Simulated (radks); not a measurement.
Values are calculated unless marked as measured or tabulated.
Task: The mean radii <r> (bohr) of the occupied orbitals of an atom or ion are listed with their occupations. Level of theory: scalar-relativistic Kohn-Sham, PBE, spin-polarised, spherical densities, finite nucleus; Fermi nuclear charge, rms radius of each element as measured or else 0.836 A^(1/3) + 0.57 fm (a radial shooting solver on a logarithmic mesh with Libxc functionals).

orbital  occ.      <r>
1s up       1  0.04030
1s down     1  0.04029
2s up       1   0.1761
2s down     1   0.1760
2p up       3   0.1534
2p down     3   0.1534
3s up       1   0.4466
3s down     1   0.4476
3p up       3   0.4370
3p down     1   0.4379

Name the element and its charge. Open shells, if any, are filled with parallel spins first.

Result: Z = 37, rubidium, charge +21: Rb21+ in [Ne] 3s2 3p4. The 1s radius gives Z: for a bare nucleus <r> = (2 gamma + 1)/(2Z) with gamma = sqrt(1 - (Z/c)^2), 0.03954 bohr for Z = 37, and screening makes it slightly larger (0.04030 here). The occupations add up to 16, and the charge is Z minus that.
